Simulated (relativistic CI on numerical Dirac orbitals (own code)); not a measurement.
## Sm²⁺: computed level list

Method of calculation: Dirac-Coulomb-Breit CI, orbitals from a KLI potential per configuration, model QED, valence Slater integrals scaled by 0.8 (own radial code, finite nucleus).

Configurations in the expansion (outside the closed core [Xe]): 4f⁶.

The lowest level is 4f⁶ ⁷F0, with 93 % of that term; Hund's rules for 4f⁶ give ⁷F with J = 0, in agreement.

```
No.  Configuration  Term   J  E (cm⁻¹)   %  Landé g  Lifetime (s)  jj configuration (%)
  1            4f⁶    ⁷F   0       0.0  93                         4f5/2^4 4f7/2^2 (54)
  2            4f⁶    ⁷F   1     303.9  95    1.499      3.43e+02  4f5/2^3 4f7/2^3 (45)
  3            4f⁶    ⁷F   2     838.0  96    1.498      5.59e+01  4f5/2^4 4f7/2^2 (47)
  4            4f⁶    ⁷F   3    1527.2  97    1.497      2.71e+01  4f5/2^3 4f7/2^3 (46)
  5            4f⁶    ⁷F   4    2315.4  98    1.496      2.11e+01  4f5/2^3 4f7/2^3 (44)
  6            4f⁶    ⁷F   5    3163.5  98    1.495      2.26e+01  4f5/2^3 4f7/2^3 (39)
  7            4f⁶    ⁷F   6    4043.1  96    1.494      3.68e+01  4f5/2^3 4f7/2^3 (34)
  8            4f⁶    ⁵D   0   13403.9  80               1.48e-01          4f5/2^6 (52)
  9            4f⁶    ⁵D   1   14728.4  88    1.494      1.55e-01    4f5/2^5 4f7/2 (54)
 10            4f⁶    ⁵D   2   16661.5  93    1.492      1.67e-01  4f5/2^4 4f7/2^2 (48)
 11            4f⁶    ⁵D   3   18964.9  95    1.488      2.09e-01  4f5/2^3 4f7/2^3 (46)
 12            4f⁶    ⁵L   6   18980.3  91    0.730      3.67e+01  4f5/2^3 4f7/2^3 (33)
 13            4f⁶    ⁵L   7   19799.3  94    0.917      3.17e+01  4f5/2^4 4f7/2^2 (40)
 14            4f⁶    ⁵L   8   20523.5  96    1.043      3.47e+01  4f5/2^3 4f7/2^3 (57)
 15            4f⁶    ⁵G   2   20818.0  93    0.357      5.45e-01  4f5/2^3 4f7/2^3 (33)
 16            4f⁶    ⁵G   3   20981.6  84    0.875      2.80e-01  4f5/2^3 4f7/2^3 (51)
 17            4f⁶    ⁵G   4   21035.9  74    1.115      2.53e-01  4f5/2^3 4f7/2^3 (41)
 18            4f⁶    ⁵G   6   21045.0  67    1.287      1.71e-01  4f5/2^4 4f7/2^2 (37)
 19            4f⁶    ⁵G   5   21060.9  71    1.216      1.83e-01  4f5/2^4 4f7/2^2 (42)
 20            4f⁶    ⁵L   9   21116.1  96    1.131      7.04e+01  4f5/2^3 4f7/2^3 (51)
 21            4f⁶    ⁵L  10   21497.3  94    1.194      4.35e+02  4f5/2^3 4f7/2^3 (41)
 22            4f⁶    ⁵D   4   21602.2  89    1.468      2.86e-01  4f5/2^2 4f7/2^4 (44)
 23            4f⁶    ⁵H   3   24340.2  84    0.561      1.15e+00  4f5/2^3 4f7/2^3 (45)
 24            4f⁶    ⁵H   7   24571.3  78    1.257      2.00e+00  4f5/2^3 4f7/2^3 (52)
 25            4f⁶    ⁵H   4   24723.8  68    0.924      8.14e-01  4f5/2^2 4f7/2^4 (40)
 26            4f⁶    ⁵H   5   24948.0  58    1.099      6.01e-01  4f5/2^3 4f7/2^3 (46)
 27            4f⁶    ⁵H   6   24951.0  58    1.202      6.01e-01  4f5/2^3 4f7/2^3 (54)
 28            4f⁶    ³P   0   26249.1  70                         4f5/2^4 4f7/2^2 (39)
 29            4f⁶    ⁵F   2   27233.1  84    0.991                4f5/2^2 4f7/2^4 (32)
 30            4f⁶    ⁵I   4   27263.8  81    0.652                4f5/2^3 4f7/2^3 (38)
```

Energies count from the lowest computed level; lifetimes are radiative, by E1, M1, E2, M2 decay to levels of this space only; some are left blank where a channel outside the calculation adds to the decay or the decay crosses a small, uncertain gap. Filled j subshells are mostly left out of the jj labels.

The mean weight of the leading LS term, summed over parents, in these 30 levels is 85 %, and that of the leading jj configuration (from the same eigenvectors) 44 %, so LS coupling describes them better.

One configuration and one scale for all Slater integrals: terms of lower spin can come out thousands of cm⁻¹ low, and their order can be wrong. 6 of the 16 excited levels that our extract of the measured tables holds in this range could be paired (the sources list more); they are missed by 26 cm⁻¹ on average and 37 at most, and levels without a partner can miss by more. Some levels of the ground configuration have no partner and can miss by 10 % or more.

Landé's interval rule says that E(J) − E(J−1) = AJ with one A. For the ground term the intervals give A = 303.9, 267.0, 229.7, 197.0, 169.6, 146.6 cm⁻¹ for J = 1, 2, 3, 4, 5, 6; the multiplet is regular.

LS names give the leading component of a level, which can be under half, so a name can repeat, a term be missing and a line seem to break the LS rules.
